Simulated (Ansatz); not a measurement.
`CB(Cl)CBr` + NH₃ → `CB(N)Cl` + `CBr` at 700 K and 1 bar (ligand exchange at a B–C bond).

Calculated with Ansatz (gas phase, PBE0-D4/def2-TZVP geometries, no zero-point term in ΔE). CCSD(T)/CBS is the MP2 limit (def2-TZVPP, def2-QZVPP) plus CCSD(T) − MP2 in def2-TZVPP, frozen cores. This one scheme is used for every species. For Br outer-core shells are correlated without core-valence functions, which leaves a few kJ/mol of doubt a bond. Scalar relativity is left out up to krypton. One conformer a species, not always the lowest.

| species | CCSD(T)/CBS energy (Eh) | H − E (kJ/mol) | S (J/(mol·K)) |
| --- | --- | --- | --- |
| `CB(Cl)CBr` | -3137.06715 | 257.9 | 470.8 |
| NH₃ | -56.50880 | 116.9 | 226.5 |
| `CB(N)Cl` | -580.44617 | 245.0 | 399.7 |
| `CBr` | -2613.17401 | 130.7 | 291.4 |

H − E and S are ideal-gas, rigid-rotor, harmonic terms from PBE0-D4/def2-TZVP, for one conformer and one mirror image of each species. 1 Eh = 2625.50 kJ/mol, R = 8.31446 J/(mol·K).

**Question.** By hand: ΔE, ΔH, ΔS and ΔG.

**Answer.** ΔE = (-580.44617) + (-2613.17401) − (-3137.06715) − (-56.50880) = -0.04423 Eh = -116.1 kJ/mol. Δ(H − E) = 245.0 + 130.7 − 257.9 − 116.9 = 0.9, so ΔH = -115.2 kJ/mol. ΔS = 399.7 + 291.4 − 470.8 − 226.5 = -6.2 J/(mol·K). ΔG = -115.2 − 700 × (-6.2)/1000 = -110.9 kJ/mol.

**Question.** By hand: the equilibrium constant, and the temperature at which ΔG would vanish if ΔH and ΔS stayed fixed.

**Answer.** log₁₀ K = −ΔG/(RT ln 10) = 8.3. ΔG = 0 at ΔH/ΔS = 18581 K, far beyond where these terms or the molecules hold.

The number of gas molecules stays the same, so ΔS is small and ΔH decides. A doubt of 5 kJ/mol in ΔE shifts log₁₀ K by 0.4 here. Other conformers and mirror images would add mixing entropy, several J/(mol·K) or more a flexible species. These are equilibria of isolated gas molecules and say nothing of rates. Largest T1 diagnostic: 0.010 (customary marks: 0.02 for closed shells, 0.045 for open ones).
